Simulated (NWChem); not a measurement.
# silicon monosulfide (SiS, singlet); SMILES [Si]=S

Program: NWChem. Pople sets run with spherical d functions. Low-valent species are run as closed-shell singlets; no triplet was tried in these runs. All runs use the structure optimised with PBE0-D3(BJ)/def2-TZVP. Ions are spin-unrestricted doublets at the neutral geometry; other ion states weren't tried.

For level r2SCAN/6-31+G*:

```
Property       Value
-------------  -----
−ε(HOMO) (eV)   7.25
```

**Question.** What are these values for level PBE/6-31+G*?

**Answer.** The −ε(HOMO) (eV) comes out as 7.00.
